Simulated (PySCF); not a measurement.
## Basis and Hamiltonian dependence of the excitation energy of Nb

Nb [Kr] 4d4 5s1 (6D) → Nb [Kr] 4d3 5s1 6s1 (6F). Calculated with PySCF 2.14 from differences of total energies of unrestricted determinants, without spin-orbit coupling. Values in eV.

```
                                                                               basis    Hamiltonian  functions    UHF    LDA   PBE0  MP2 (valence)  CCSD(T) (valence)  CCSD(T) (valence and next inner shell)
                                                        aug-cc-pVDZ-PP with ECP28MDF            ECP         54  3.966  5.238  4.859          4.460              4.523                                     n/a
                             def2-TZVPPD with the def2 core potential (28 electrons)            ECP         56  5.202  5.995  5.771          5.630              5.614                                   5.691
                                                                        ANO-RCC-VTZP  spin-free X2C         68  4.436  5.527  5.229          4.940              4.990                                   5.136
                                                      aug-cc-pwCVDZ-PP with ECP28MDF            ECP         70  3.876  5.173  4.798          4.423              4.474                                   4.540
                                                        aug-cc-pVTZ-PP with ECP28MDF            ECP         88  3.878  5.185  4.806          4.452              4.508                                     n/a
                   x2c-TZVPPall with one added diffuse shell each of s, p, d, f type  spin-free X2C         95  3.914  5.262  4.869          4.476              4.528                                   4.688
                                                                      aug-cc-pVTZ-DK  spin-free X2C        102  3.873  5.233  4.840          4.444              4.495                                     n/a
aug-cc-pVTZ-PP with one added diffuse shell each of s, p, d, f, g type with ECP28MDF            ECP        113  3.876  5.182  4.805          4.451                n/a                                     n/a
                                                      aug-cc-pwCVTZ-PP with ECP28MDF            ECP        122  3.861  5.163  4.786          4.448                n/a                                     n/a
                                                                    aug-cc-pwCVTZ-DK  spin-free X2C        136  3.867  5.233  4.837          4.453                n/a                                     n/a
```

Frozen in the all-electron rows: valence: [Kr]; valence and next inner shell: [Ar] 3d10; with a core potential, the same shells as far as they lie outside it.

At UHF, def2-TZVPPD with the def2 core potential (28 electrons), ANO-RCC-VTZP lie more than 0.3 eV from the median of the rows with comparable relativity. Of these, def2-TZVPPD with the def2 core potential (28 electrons), ANO-RCC-VTZP have no diffuse functions of the l that the added or promoted electron needs.
